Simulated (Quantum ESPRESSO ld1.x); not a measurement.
Species: Ce II. Configuration: [Xe] 4f1 5d2. Calculated with ld1.x of Quantum ESPRESSO 7.5: Dirac Kohn-Sham, PBE, spin-unpolarised, spherical densities, point nucleus; open shells fill j = l - 1/2 first.

Unscreened Slater integrals over Kohn-Sham orbitals (hartree). Large and small components are both included. Empty in this configuration: 4f7/2.

F0(5d3/2,5d3/2): 0.32186
F2(5d3/2,5d3/2): 0.16339
F0(5d3/2,4f5/2): 0.41273
F2(5d3/2,4f5/2): 0.11150
G1(5d3/2,4f5/2): 0.066125
G3(5d3/2,4f5/2): 0.048952
F0(5d3/2,5p3/2): 0.38242
F2(5d3/2,5p3/2): 0.17766
G1(5d3/2,5p3/2): 0.20470
G3(5d3/2,5p3/2): 0.12549
F0(5d3/2,5p1/2): 0.38704
G1(5d3/2,5p1/2): 0.19299
F0(5d3/2,4f7/2): 0.41210
F2(5d3/2,4f7/2): 0.11244
G3(5d3/2,4f7/2): 0.049911
G5(5d3/2,4f7/2): 0.036900
F0(4f5/2,4f5/2): 0.84853
F2(4f5/2,4f5/2): 0.39076
F4(4f5/2,4f5/2): 0.24277
F0(4f5/2,5p3/2): 0.58584
F2(4f5/2,5p3/2): 0.21764
G2(4f5/2,5p3/2): 0.12837
G4(4f5/2,5p3/2): 0.096237
F0(4f5/2,5p1/2): 0.60762
G2(4f5/2,5p1/2): 0.14227
F0(4f5/2,4f7/2): 0.84393
F2(4f5/2,4f7/2): 0.38838
F4(4f5/2,4f7/2): 0.24124
G2(4f5/2,4f7/2): 0.38784
G4(4f5/2,4f7/2): 0.24092
G6(4f5/2,4f7/2): 0.17265
F0(5p3/2,5p3/2): 0.50087
F2(5p3/2,5p3/2): 0.26962
F0(5p3/2,5p1/2): 0.51245
G2(5p3/2,5p1/2): 0.27409
F0(5p3/2,4f7/2): 0.58428
F2(5p3/2,4f7/2): 0.21841
G2(5p3/2,4f7/2): 0.13005
G4(5p3/2,4f7/2): 0.097284
F0(5p1/2,5p1/2): 0.52514
F0(5p1/2,4f7/2): 0.60590
G4(5p1/2,4f7/2): 0.10690
F0(4f7/2,4f7/2): 0.83940
F2(4f7/2,4f7/2): 0.38605
F4(4f7/2,4f7/2): 0.23975
F6(4f7/2,4f7/2): 0.17180
